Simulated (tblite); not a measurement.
Record of a relaxation.

Compound: C6H12OSi2.
Numbering: `[CH3:1][CH2:2][C:3]1=[C:4]([SiH2:5][CH:6]=[O:7])[CH2:8][SiH2:9]1` (hydrogens: H10, H11, H12 on C1; H13, H14 on C2; H15, H16 on Si5; H17 on C6; H18, H19 on C8; H20, H21 on Si9)

Computed with GFN2-xTB (tblite), gas phase: L-BFGS steps from a force-field or distance-geometry start until the largest atomic force falls under 0.01 eV/Å. 5 of its 179 geometries are shown.

Step 0: E = -717.0500 eV, largest atomic force 6.005 eV/Å
```
atom  x, y, z in Å  |  force x, y, z in eV/Å
C1     -2.332   -0.993    0.100   -1.821  -0.191   0.779
C2     -1.046   -0.974   -0.641    0.558   1.817  -1.190
C3     -0.385    0.348   -0.272   -3.193  -4.666  -2.023
C4      0.729    0.620    0.306    2.776  -0.709   1.561
Si5     2.063   -0.505    1.004    0.267   1.700   0.298
C6      2.276   -1.839   -0.259    0.829   0.368  -2.629
O7      2.627   -1.576   -1.421   -0.687  -0.833   2.135
C8      0.641    2.075    0.289    3.278   3.211   2.202
Si9    -0.960    2.040   -0.549   -2.978   1.854  -1.717
H10    -2.765    0.042    0.191    0.401  -0.990  -0.161
H11    -3.080   -1.606   -0.442    0.306   0.192   0.533
H12    -2.203   -1.379    1.124   -0.141   0.095  -0.402
H13    -0.395   -1.828   -0.490   -0.053  -0.122   0.027
H14    -1.301   -0.833   -1.723    0.409  -0.546   0.547
H15     1.702   -0.982    2.316   -0.100  -0.302   0.398
H16     3.351    0.222    1.029   -0.182  -0.090   0.066
H17     2.094   -2.854    0.075   -0.027  -0.789  -0.306
H18     1.506    2.526   -0.261   -0.547   0.053   0.847
H19     0.524    2.496    1.329    0.826  -0.066  -0.835
H20    -0.917    2.527   -1.930   -0.157   0.002   0.071
H21    -2.138    2.488    0.225    0.236   0.011  -0.201
```

Step 44: E = -718.0897 eV, largest atomic force 0.045 eV/Å
```
atom  x, y, z in Å  |  force x, y, z in eV/Å
C1     -2.394   -1.144    0.096    0.009  -0.004   0.003
C2     -1.090   -0.903   -0.664    0.001  -0.012  -0.002
C3     -0.491    0.412   -0.314    0.025  -0.025   0.000
C4      0.681    0.676    0.295    0.026   0.008  -0.002
Si5     2.030   -0.458    0.940   -0.024   0.023   0.030
C6      2.267   -1.919   -0.280    0.035  -0.005  -0.003
O7      2.695   -1.777   -1.399   -0.009  -0.009  -0.037
C8      0.737    2.193    0.369   -0.001   0.002  -0.005
Si9    -0.958    2.235   -0.542    0.018   0.004  -0.001
H10    -3.090   -0.325   -0.070    0.016   0.014  -0.034
H11    -2.862   -2.069   -0.235   -0.006  -0.014   0.003
H12    -2.200   -1.217    1.163    0.010   0.013   0.013
H13    -0.378   -1.704   -0.435   -0.001   0.002  -0.016
H14    -1.289   -0.924   -1.740   -0.024  -0.014   0.011
H15     1.671   -1.042    2.240    0.018  -0.003   0.008
H16     3.306    0.258    1.002   -0.012  -0.002   0.007
H17     2.017   -2.947    0.067   -0.041  -0.001   0.012
H18     1.591    2.608   -0.165   -0.006   0.002   0.026
H19     0.778    2.563    1.393   -0.019   0.007  -0.025
H20    -0.923    2.733   -1.915   -0.020   0.023   0.000
H21    -2.105    2.767    0.194    0.005  -0.011   0.013
```

Step 89: E = -718.0989 eV, largest atomic force 0.025 eV/Å
```
atom  x, y, z in Å  |  force x, y, z in eV/Å
C1     -2.345   -1.132    0.080   -0.011  -0.003   0.013
C2     -1.048   -0.910   -0.696   -0.004   0.002  -0.009
C3     -0.456    0.412   -0.359   -0.001   0.002   0.004
C4      0.702    0.688    0.273   -0.004   0.001   0.011
Si5     2.041   -0.449    0.932    0.002   0.002  -0.004
C6      2.199   -1.945   -0.260   -0.004  -0.004  -0.005
O7      2.676   -1.867   -1.365    0.001   0.004   0.003
C8      0.724    2.205    0.375    0.009  -0.001   0.006
Si9    -0.973    2.228   -0.529   -0.005  -0.007  -0.001
H10    -3.065   -0.350   -0.159    0.017  -0.011  -0.009
H11    -2.783   -2.096   -0.168    0.012   0.015  -0.003
H12    -2.150   -1.102    1.150   -0.005  -0.009  -0.003
H13    -0.332   -1.706   -0.461   -0.001   0.003   0.004
H14    -1.257   -0.954   -1.768   -0.013   0.008  -0.020
H15     1.695   -0.994    2.253    0.006   0.004  -0.003
H16     3.335    0.232    0.958    0.001   0.015  -0.004
H17     1.826   -2.935    0.089   -0.008  -0.009   0.016
H18     1.571    2.653   -0.139    0.008   0.000  -0.005
H19     0.745    2.556    1.405    0.004  -0.005   0.010
H20    -0.990    2.812   -1.868   -0.004  -0.010  -0.009
H21    -2.124    2.671    0.257    0.001   0.004   0.007
```

Step 134: E = -718.1282 eV, largest atomic force 0.046 eV/Å
```
atom  x, y, z in Å  |  force x, y, z in eV/Å
C1     -2.226   -1.239   -0.150    0.016   0.018  -0.022
C2     -0.974   -0.813   -0.915    0.024   0.008  -0.009
C3     -0.434    0.473   -0.403    0.002   0.029   0.011
C4      0.730    0.736    0.223    0.002  -0.006  -0.012
Si5     2.192   -0.329    0.719   -0.013  -0.026  -0.025
C6      1.897   -2.149    0.192    0.008   0.018  -0.041
O7      2.427   -2.659   -0.766   -0.003   0.004   0.033
C8      0.684    2.231    0.496   -0.022  -0.009   0.012
Si9    -1.055    2.262   -0.319   -0.042   0.015   0.011
H10    -2.997   -0.475   -0.231    0.013   0.014   0.001
H11    -2.617   -2.169   -0.556    0.003  -0.001   0.043
H12    -1.993   -1.381    0.903   -0.015  -0.019  -0.011
H13    -0.209   -1.591   -0.835    0.009  -0.023  -0.015
H14    -1.228   -0.694   -1.972    0.004  -0.020  -0.012
H15     2.321   -0.324    2.184    0.006  -0.025  -0.015
H16     3.408    0.147    0.058    0.009  -0.021   0.014
H17     1.207   -2.770    0.809    0.010   0.030   0.030
H18     1.482    2.776   -0.005   -0.010  -0.013   0.005
H19     0.745    2.469    1.556    0.011  -0.003   0.011
H20    -1.183    3.014   -1.566   -0.011  -0.007  -0.006
H21    -2.185    2.502    0.578   -0.001   0.036  -0.004
```

Step 178: E = -718.1372 eV, largest atomic force 0.008 eV/Å
```
atom  x, y, z in Å  |  force x, y, z in eV/Å
C1     -2.155   -1.269   -0.245   -0.001  -0.002  -0.002
C2     -0.924   -0.776   -1.004    0.002  -0.004  -0.002
C3     -0.424    0.499   -0.427    0.001  -0.002  -0.005
C4      0.744    0.758    0.195    0.002   0.003  -0.004
Si5     2.236   -0.311    0.581    0.005  -0.002   0.003
C6      1.771   -2.159    0.383   -0.001   0.004  -0.005
O7      2.276   -2.906   -0.419    0.000   0.005   0.003
C8      0.653    2.229    0.567    0.001   0.002   0.002
Si9    -1.101    2.259   -0.223    0.006   0.000   0.005
H10    -2.943   -0.520   -0.280   -0.001   0.000  -0.005
H11    -2.529   -2.192   -0.680   -0.004  -0.003  -0.001
H12    -1.904   -1.454    0.797   -0.002  -0.002   0.006
H13    -0.136   -1.536   -0.967   -0.001  -0.003  -0.001
H14    -1.191   -0.619   -2.053   -0.001   0.003   0.004
H15     2.590   -0.143    1.999   -0.001  -0.004   0.000
H16     3.368   -0.013   -0.297   -0.001   0.001  -0.002
H17     0.999   -2.564    1.077   -0.001   0.000   0.005
H18     1.426    2.831    0.093   -0.004   0.001  -0.001
H19     0.724    2.397    1.640    0.000   0.001   0.000
H20    -1.268    3.059   -1.435    0.001   0.001   0.001
H21    -2.220    2.449    0.699   -0.001   0.000  -0.001
```

**Question.** Summarise the path.

**Answer.** The energy falls by 1.0872 eV from step 0 to step 178; nine tenths of that is first reached at step 16. It never rises by more than 0.2 meV. The largest force goes from 6.005 to 0.008 eV/Å. Among the bonds C8–Si9 changes most, from 1.807 to 1.923 Å; the atoms move by 0.806 Å rms after alignment.

What follows is the cost of the whole relaxation. The run took 3.0 s on one thread, Arm Neoverse N1 (aarch64), no GPU, on a shared host.
